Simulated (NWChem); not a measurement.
System: C3HF3; SMILES FC=C=C(F)F

Here is an NWChem input.

```
start job
memory heap 200 mb stack 900 mb global 1100 mb
geometry units angstroms noautosym nocenter noautoz
  F      0.441197    -2.577929     0.000000
  C     -0.498075    -1.616012     0.000000
  C     -0.226683    -0.328058     0.000000
  C     -0.014603     0.969604     0.000000
  F      0.108210     1.724107     1.085736
  F      0.108210     1.724107    -1.085736
  H     -1.518289    -2.043383     0.000000
end
basis spherical
  F library 6-31g*
  C library 6-31g*
  H library 6-31g*
end
dft
  xc m06-2x
  iterations 150
end
cosmo
  dielec 1.5
end
task dft energy
```

Output (shortened):

```
             Northwest Computational Chemistry Package (NWChem) 7.3.0
             --------------------------------------------------------

                             Geometry "geometry" -> ""
                             -------------------------

 Output coordinates in angstroms (scale by  1.889725989 to convert to a.u.)

  No.       Tag          Charge          X              Y              Z
 ---- ---------------- ---------- -------------- -------------- --------------
    1 F                    9.0000     0.44119700    -2.57792900     0.00000000
    2 C                    6.0000    -0.49807500    -1.61601200     0.00000000
    3 C                    6.0000    -0.22668300    -0.32805800     0.00000000
    4 C                    6.0000    -0.01460300     0.96960400     0.00000000
    5 F                    9.0000     0.10821000     1.72410700     1.08573600
    6 F                    9.0000     0.10821000     1.72410700    -1.08573600
    7 H                    1.0000    -1.51828900    -2.04338300     0.00000000

 Effective nuclear repulsion energy (a.u.)     209.9507928905

                                 NWChem DFT Module
                                 -----------------

 Summary of "ao basis" -> "ao basis" (spherical)
 ------------------------------------------------------------------------------
       Tag                 Description            Shells   Functions and Types
 ---------------- ------------------------------  ------  ---------------------
 F                           6-31g*                  6       14   3s2p1d
 C                           6-31g*                  6       14   3s2p1d
 H                           6-31g*                  2        2   2s

 in cosmo_initialize ...

 solvent parameters
 solvname_short: unkn
 solvname_long:  unknown
 dielec:        1.5000

          ---------------
          -cosmo- solvent
          ---------------
 Cosmo: York-Karplus, doi: 10.1021/jp992097l
 dielectric constant -eps-     =   1.50
 screen = (eps-1)/(eps    )    =   0.33333
 surface charge correction     = lagrangian

   van der Waals surface
 --------------------------

 ---------- ATOMIC COORDINATES (A.U.) ------------ VDWR(ANG.) --
     1    0.83374144   -4.87157943    0.00000000     1.720
     2   -0.94122527   -3.05381987    0.00000000     2.000
     3   -0.42836876   -0.61993973    0.00000000     2.000
     4   -0.02759567    1.83228588    0.00000000     2.000
     5    0.20448725    3.25808980    2.05174354     1.720
     6    0.20448725    3.25808980   -2.05174354     1.720
     7   -2.86915018   -3.86143396    0.00000000     1.300
 number of segments per atom =         32
 number of   points per atom =         32
 atom (   nspa,  nppa )
 ----------------------
    1 (     20,     0 )       0
    2 (     18,     0 )       0
    3 (     20,     0 )       0
    4 (     14,     0 )       0
    5 (     22,     0 )       0
    6 (     22,     0 )       0
    7 (     16,     0 )       0
 number of -cosmo- surface points =      132
 molecular surface =    116.685 angstrom**2
 molecular volume  =     91.974 angstrom**3
 G(cav/disp)       =      1.443 kcal/mol
 -lineq- algorithm             =   0
 -bem- low  level              =   2
 -bem- from -octahedral-
 gaussian surface charge width =   4.50000
 degree of switching           =   1.00000
 switching function tolerance  =   0.00010
 atomic radii =
 --------------
    1  9.000  1.720
    2  6.000  2.000
    3  6.000  2.000
    4  6.000  2.000
    5  9.000  1.720
    6  9.000  1.720
    7  1.000  1.300
 ...... end of -cosmo- initialization ......

            General Information
            -------------------
          SCF calculation type: DFT
          Wavefunction type:  closed shell.
          No. of atoms     :     7
          No. of electrons :    46
           Alpha electrons :    23
            Beta electrons :    23
          Charge           :     0
          Spin multiplicity:     1
          Use of symmetry is: off; symmetry adaption is: off
          Maximum number of iterations: 150
          AO basis - number of functions:    86
                     number of shells:    38
          Convergence on energy requested:  1.00D-06
          Convergence on density requested:  1.00D-05
          Convergence on gradient requested:  5.00D-04

              XC Information
              --------------
                       M06-2X Method XC Functional
                     Hartree-Fock (Exact) Exchange  0.540
                        M06-2X Exchange Functional  1.000
                      M06-2X Correlation Potential  1.000

[...]

                                   COSMO solvation results
                                   -----------------------

                 gas phase energy =      -414.187917820679
                 sol phase energy =      -414.188956693859
 (electrostatic) solvation energy =         0.001038873180 (    0.65 kcal/mol)

                       DFT Final Molecular Orbital Analysis
                       ------------------------------------

 Vector   21  Occ=2.000000D+00  E=-4.777085D-01
              MO Center= -1.1D-01, -2.1D+00, -1.4D-09, r^2= 1.8D+00
   Bfn.  Coefficient  Atom+Function         Bfn.  Coefficient  Atom+Function
  ----- ------------  ---------------      ----- ------------  ---------------
     3      0.413364  1 F  px                 4      0.338118  1 F  py
     7      0.293207  1 F  px                 8      0.238938  1 F  py
    17     -0.222951  2 C  px                85      0.203030  7 H  s
    32      0.192420  3 C  py                86      0.190618  7 H  s
    18     -0.169282  2 C  py                20      0.164485  2 C  s

 Vector   22  Occ=2.000000D+00  E=-3.481527D-01
              MO Center= -2.3D-01, -9.1D-01, -3.7D-10, r^2= 1.9D+00
   Bfn.  Coefficient  Atom+Function         Bfn.  Coefficient  Atom+Function
  ----- ------------  ---------------      ----- ------------  ---------------
    33      0.420137  3 C  pz                19      0.359847  2 C  pz
    37      0.288487  3 C  pz                 5     -0.261239  1 F  pz
     9     -0.214720  1 F  pz                23      0.208031  2 C  pz
    60      0.110062  5 F  py                74     -0.110062  6 F  py
    64      0.081757  5 F  py                78     -0.081757  6 F  py

 Vector   23  Occ=2.000000D+00  E=-3.339134D-01
              MO Center= -1.4D-01,  2.2D-01, -1.6D-12, r^2= 2.1D+00
   Bfn.  Coefficient  Atom+Function         Bfn.  Coefficient  Atom+Function
  ----- ------------  ---------------      ----- ------------  ---------------
    31      0.415691  3 C  px                45      0.359470  4 C  px
    35      0.314246  3 C  px                59     -0.210485  5 F  px
    73     -0.210485  6 F  px                63     -0.170049  5 F  px
    77     -0.170049  6 F  px                49      0.161879  4 C  px
     4     -0.099414  1 F  py                36     -0.090370  3 C  py

 Vector   24  Occ=0.000000D+00  E= 1.638761D-02
              MO Center= -3.0D-01, -7.7D-01,  2.5D-09, r^2= 2.5D+00
   Bfn.  Coefficient  Atom+Function         Bfn.  Coefficient  Atom+Function
  ----- ------------  ---------------      ----- ------------  ---------------
    23      0.541453  2 C  pz                19      0.466753  2 C  pz
    37     -0.406277  3 C  pz                33     -0.347527  3 C  pz
    51     -0.238233  4 C  pz                47     -0.203215  4 C  pz
     9     -0.185662  1 F  pz                 5     -0.179474  1 F  pz
    62      0.159974  5 F  s                 76     -0.159974  6 F  s

 Vector   25  Occ=0.000000D+00  E= 3.431723D-02
              MO Center= -1.6D-01, -7.6D-03, -2.1D-09, r^2= 2.8D+00
   Bfn.  Coefficient  Atom+Function         Bfn.  Coefficient  Atom+Function
  ----- ------------  ---------------      ----- ------------  ---------------
    45      0.511276  4 C  px                49      0.467390  4 C  px
    86     -0.336681  7 H  s                 31     -0.329529  3 C  px
    35     -0.310473  3 C  px                 6      0.281647  1 F  s
    21     -0.283047  2 C  px                22      0.281430  2 C  py
    36      0.251260  3 C  py                59     -0.171412  5 F  px

 Vector   26  Occ=0.000000D+00  E= 1.713665D-01
              MO Center= -1.4D+00, -1.8D+00, -7.7D-10, r^2= 2.8D+00
   Bfn.  Coefficient  Atom+Function         Bfn.  Coefficient  Atom+Function
  ----- ------------  ---------------      ----- ------------  ---------------
    86      1.805588  7 H  s                 20     -1.606047  2 C  s
    21      0.607885  2 C  px                48     -0.586761  4 C  s
    34      0.514627  3 C  s                 22      0.428814  2 C  py
     6      0.264988  1 F  s                 16     -0.255430  2 C  s
     7     -0.223525  1 F  px                35     -0.177535  3 C  px

     Multipole analysis of the density
     ---------------------------------

     L   x y z        total         alpha         beta         nuclear
     -   - - -        -----         -----         ----         -------
     0   0 0 0     -0.000000    -23.000000    -23.000000     46.000000

     1   1 0 0     -0.542383     -0.237269     -0.237269     -0.067845
     1   0 1 0     -0.238628     -0.064877     -0.064877     -0.108875
     1   0 0 1      0.000000      0.000000      0.000000      0.000000

     2   2 0 0    -21.503347    -21.582581    -21.582581     21.661814
     2   1 1 0      2.262697     -1.394936     -1.394936      5.052569
     2   1 0 1      0.000000      0.000000      0.000000      0.000000
     2   0 2 0    -23.968400   -260.973404   -260.973404    497.978408
     2   0 1 1      0.000000      0.000000      0.000000      0.000000
     2   0 0 2    -23.833436    -49.803582    -49.803582     75.773728
```

Level: M06-2X/6-31G* (spherical d), COSMO on the gas-phase geometry. Coordinates come from a PBE-D3(BJ)/def2-SVP optimisation. COSMO prints the solvation energy as gas minus solution, so a positive value is a stabilisation.
